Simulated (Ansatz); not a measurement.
`[Cl][Ga]([Br])[Br]` and `[Cl][In]([Br])[Br]` differ in one element.

Ansatz, PBE0-D4/def2-TZVP geometries, multiplicity 1. 

Elements past krypton have def2 core potentials. Scalar relativity is left out up to krypton.

```json
{"property": "LUMO energy (PBE/def2-TZVPP) / eV", "`[Cl][Ga]([Br])[Br]`": "-3.03"}
{"property": "size of the dipole moment (ωB97M-V/def2-TZVPP) / D", "`[Cl][Ga]([Br])[Br]`": "0.26"}
{"property": "LUMO energy (PBE0/def2-TZVPP) / eV", "`[Cl][Ga]([Br])[Br]`": "-2.14"}
{"property": "HOMO–LUMO gap (PBE/def2-TZVPP) / eV", "`[Cl][Ga]([Br])[Br]`": "4.50"}
{"property": "HOMO energy (PBE0/def2-TZVPP) / eV", "`[Cl][Ga]([Br])[Br]`": "-8.84"}
{"property": "HOMO–LUMO gap (B3LYP/def2-TZVPP) / eV", "`[Cl][Ga]([Br])[Br]`": "6.10"}
```

Question: Give the same properties after the change, and the shifts. (An estimate is asked.)

Answer: Ansatz gave: 
```
                                          property  `[Cl][In]([Br])[Br]`  shift
                 LUMO energy (PBE/def2-TZVPP) / eV                 -3.77  -0.74
size of the dipole moment (ωB97M-V/def2-TZVPP) / D                  0.39   0.13
                LUMO energy (PBE0/def2-TZVPP) / eV                 -2.95  -0.81
               HOMO–LUMO gap (PBE/def2-TZVPP) / eV                  3.77  -0.73
                HOMO energy (PBE0/def2-TZVPP) / eV                 -8.85  -0.01
             HOMO–LUMO gap (B3LYP/def2-TZVPP) / eV                  5.32  -0.78
```

Dipoles are sizes alone; their direction can turn.

B3LYP here is the variant with VWN-RPA as its local correlation; programs differ in this.

Spin–orbit coupling is left out; it splits and shifts lone-pair levels of the heavy atoms by tenths of an eV.
